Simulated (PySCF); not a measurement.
## Electronic structure of Mn (manganese, neutral) at the UHF level

Configuration: [Ar] 3d5 4s2, high-spin 6S determinant. Computed with PySCF 2.14 in x2c-TZVPPall (6s5p4d2f1g, 64 functions), with scalar relativity by spin-free X2C-1e.

```
Total energy                        : -1157.374397 hartree
One-electron energy                 : -1595.0671 hartree
Hartree (Coulomb) energy            : 489.1761 hartree
Exchange energy                     : -51.4834 hartree
⟨S²⟩                                : 8.7711
⟨L²⟩                                : 0.000
Sum of ⟨r⟩                          : 21.72 bohr
Sum of ⟨r²⟩                         : 42.71 bohr²
Langevin diamagnetic susceptibility : -33.8 ×10⁻⁶ cm³/mol
```

```
shell  electrons  mean orbital energy (hartree)  rms radius, mean of both spins (bohr)
 1s α          1                     -242.49097                                 0.0703
 1s β          1                     -242.48832                                 0.0703
 2s α          1                      -29.59266                                  0.302
 2s β          1                      -29.46313                                  0.302
 2p α          3                      -24.94733                                  0.273
 2p β          3                      -24.81825                                  0.273
 3s α          1                       -4.08559                                  0.915
 3s β          1                       -3.67800                                  0.915
 3p α          3                       -2.73742                                  0.989
 3p β          3                       -2.24362                                  0.989
 3d α          5                       -0.62763                                   1.29
 4s α          1                       -0.27734                                   3.62
 4s β          1                       -0.22791                                   3.62
```

Densities and radii are taken from the X2C orbitals without a picture-change correction, which distorts them close to the nucleus.

Spin-orbit constants ζ (cm⁻¹) from the X2C one-electron operator on these orbitals: bare nucleus, nucleus screened by l(l+1)(2l+1)/3 electrons, and screened by the Breit-Pauli mean field of the electrons.

```
shell   bare  screened nucleus  mean field
   2p  59110             54380       52200
   3p   7072              6506        6206
   3d  596.5             357.9       317.5
```
